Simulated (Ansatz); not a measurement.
Reaction (isomerisation): `F[SiH2]CC[SiH3]` → `C[SiH](C)[SiH2]F`

Gas-phase electronic energies from Ansatz, PBE0-D4/def2-TZVP geometries. CCSD(T)/CBS is the MP2 limit (def2-TZVPP, def2-QZVPP) plus CCSD(T) − MP2 in def2-TZVPP, frozen cores. DFT in def2-TZVPP. B3LYP here is the variant with VWN-RPA as its local correlation; programs differ in this. One conformer a species, not always the lowest.

```
             level  ΔE (kcal/mol)  difference from CCSD(T)/CBS
            B97M-V          -13.8                         -2.4
           PBE0-D4          -13.6                         -2.2
              BLYP          -13.6                         -2.2
             B3LYP          -12.8                         -1.4
         CAM-B3LYP          -11.4                          0.0
           LC-ωPBE          -12.8                         -1.4
  CCSD(T)/def2-SVP           -7.6                          3.8
   CCSD/def2-TZVPP          -10.8                          0.6
CCSD(T)/def2-TZVPP          -10.9                          0.5
    CCSD/CBS(def2)          -11.3                          0.1
       CCSD(T)/CBS          -11.4                            0
```

Largest T1 diagnostic among the species: 0.011.

From PBE to PBE0 (25 % exact exchange), in def2-TZVPP and without D4, ΔE moves by +0.9 kcal/mol. At CCSD(T), def2-SVP lies +3.8 kcal/mol from the extrapolated value and def2-TZVPP +0.5 kcal/mol. Leaving LDA and LC-ωPBE aside and taking each functional with its dispersion term where it has one, the values, not all of them listed here, spread over 3.8 kcal/mol, from PBE-D4 to ωB97M-V. LDA lies +2.4 kcal/mol from PBE without D4.
